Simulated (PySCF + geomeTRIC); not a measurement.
The multiplicity is imposed and other spin states were not computed.

Species: [Cu(H2O)(OH)] (charge 0, multiplicity 1).

Question: Give a relaxed geometry from PySCF + geomeTRIC with TPSS-D3(BJ)/def2-SVP.

Answer: Several could match; the one computed here: the end point of this relaxation, one of several conformers.
Cartesian coordinates (Å) in one orientation:
```xyz
6

Cu    -0.075     0.036     0.052
O     -1.345    -1.412     0.325
H     -1.012    -2.028     1.008
H     -1.421    -1.949    -0.489
O      1.166     1.267    -0.239
H      0.770     2.127     0.001
```
